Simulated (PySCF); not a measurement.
Xenon: a sound run and one with changed settings

Sound run: Xe+ [Kr] 4d10 5s2 5p5, Xe(2+) [Kr] 4d10 5s2 5p4. Calculation: PySCF 2.14, in def2-SVP with the def2 core potential (28 electrons); scalar relativity through the core potential. The sound run starts from symmetry-adapted Hartree-Fock orbitals and uses a fine grid where one is needed.

Changed run: radial step 0.3 in ln r (0.13 in the sound run). This setting is unsound on purpose.

| species | method | sound run (hartree) | changed run (hartree) | converged |
| --- | --- | --- | --- | --- |
| Xe+ | UHF | -327.87704 | -327.87704 | yes |
| Xe+ | BP86 | -329.04180 | -329.04161 | yes |
| Xe+ | MN15 | -328.10949 | -328.09971 | yes |
| Xe(2+) | UHF | -327.13922 | -327.13922 | yes |
| Xe(2+) | BP86 | -328.26235 | -328.26220 | yes |
| Xe(2+) | MN15 | -327.34158 | -327.33112 | yes |

Ionisation energy of Xe+:

```
method  sound run (eV)  changed run (eV)
   UHF          20.077            20.077
  BP86          21.210            21.209
  MN15          20.896            20.914
```

A coarse radial grid mis-integrates the density and the exchange-correlation energy, with errors of either sign; Hartree-Fock needs no grid.

For comparison, NIST gives 20.975 eV between the lowest levels.
